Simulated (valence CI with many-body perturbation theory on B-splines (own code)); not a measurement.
Values are calculated unless marked as measured or tabulated.
# From CI to CI+MBPT in Ge

Method: configuration interaction combined with many-body perturbation theory (CI+MBPT): four valence electrons over a frozen Dirac-Fock core [Ar] 3d10, radial functions for each j: 11 s, 11 p, 9 d, 7 f, 5 g, 2 h, 1 i, with the one-electron correlation potential Σ1 (screened to all orders), the two-electron term Σ2, the three-electron term Σ3, Breit, model QED; selected single and double excitations, second order for the rest, scaled by the run's own slope (own B-spline code, finite nucleus).

Set against measurement, 31 paired levels are off by 127 cm⁻¹ on average, the worst by 262. These come from a selection out of the NIST Handbook of Basic Atomic Spectroscopic Data. Levels without a partner in it may be off by more. Among the levels kept, up to 650 cm⁻¹ of a level comes from second order outside the variational space, and about a tenth of that is noise between levels of different J, which matters for small intervals.

Each rung adds one term. CI alone is the Dirac-Coulomb CI over the frozen core; QED comes last and gives the full result, which names the levels. Energies are above 4s2 4p2 3P_0 on the same rung, in eV.

Names give the largest LS component (configuration and term), which can be under half, so a name can repeat, a term be missing and a line seem to break the LS rules; names also repeat where a configuration has a term twice.

| Level | CI alone |
| --- | --- |
| 4s2 4p2 3P_1 | 0.0634 |
| 4s2 4p2 3P_2 | 0.1621 |
| 4s2 4p2 1D_2 | 0.8652 |
| 4s2 4p2 1S_0 | 1.984 |
| 4s2 4p 5s 3P°_0 | 4.538 |
| 4s2 4p 5s 3P°_1 | 4.569 |
| 4s2 4p 5s 3P°_2 | 4.729 |
| 4s2 4p 5s 1P°_1 | 4.845 |
| 4s 4p3 5S°_2 | 4.761 |
| 4s2 4p 5p 1P_1 | 5.574 |
| 4s2 4p 5p 3D_1 | 5.669 |
| 4s2 4p 5p 3D_2 | 5.680 |
| 4s2 4p 5p 3P_0 | 5.762 |
| 4s2 4p 5p 3P_1 | 5.825 |
| 4s2 4p 5p 3D_3 | 5.823 |
| 4s2 4p 4d 1D°_2 | 5.815 |

Q: What do these energies become with core correlation, Breit and QED?

A: 4s2 4p2 3P_1 0.0698 (+0.0065); 4s2 4p2 3P_2 0.1761 (+0.0140); 4s2 4p2 1D_2 0.8812 (+0.0160); 4s2 4p2 1S_0 2.022 (+0.0378); 4s2 4p 5s 3P°_0 4.635 (+0.0971); 4s2 4p 5s 3P°_1 4.666 (+0.0974); 4s2 4p 5s 3P°_2 4.841 (+0.1121); 4s2 4p 5s 1P°_1 4.952 (+0.1067); 4s 4p3 5S°_2 5.166 (+0.4042); 4s2 4p 5p 1P_1 5.687 (+0.1123); 4s2 4p 5p 3D_1 5.783 (+0.1141); 4s2 4p 5p 3D_2 5.793 (+0.1131); 4s2 4p 5p 3P_0 5.875 (+0.1131); 4s2 4p 5p 3P_1 5.947 (+0.1222); 4s2 4p 5p 3D_3 5.950 (+0.1263); 4s2 4p 4d 1D°_2 5.987 (+0.1722).

Q: How does the ionisation energy move along the ladder, and which term matters most?

A: CI alone 7.7570, + Σ1 8.0252, + Σ2 7.8799, + Σ3 7.8803, + Breit 7.8782, + QED 7.8802 eV. The largest step is Σ1, 0.2682 eV. NIST lists 7.89944 eV (measured).
